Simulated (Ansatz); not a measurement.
Mulliken charges of CH4AlCl3O, SMILES `C[OH+][Al-]([Cl])([Cl])[Cl]` from ωB97M-V/def2-TZVPP in Ansatz (PBE0-D4/def2-TZVP geometry).

```tsv
atom	x (Å)	y (Å)	z (Å)	charge (e)
C1	0.411	-1.141	0.797	-0.201
O2	0.701	-0.011	-0.049	-0.108
Al3	-0.643	1.205	-0.658	0.405
Cl4	-2.116	-0.101	-1.419	-0.259
Cl5	0.538	2.202	-2.092	-0.260
Cl6	-1.169	2.207	1.112	-0.250
H7	1.343	-1.509	1.224	0.150
H8	-0.101	-1.915	0.226	0.165
H9	-0.238	-0.768	1.587	0.150
H10	1.357	-0.218	-0.725	0.209
```

Question: By hand: the dipole of these point charges (1 e Å = 4.8032 D).

Answer: Σ q r = (0.714, -1.083, 0.519) e Å, of length 1.397 e Å = 6.71 D.

Question: How does the dipole of the full density compare? (Estimate.)

Answer: Ansatz gave: (0.751, -0.952, 0.369) e Å, 6.09 D; the point charges give 1.10 times that, at 7° from its direction.

Point charges leave out the atoms' own dipoles, such as those of lone pairs, and Mulliken's split depends on the basis, so the close match here is no proof of good charges.
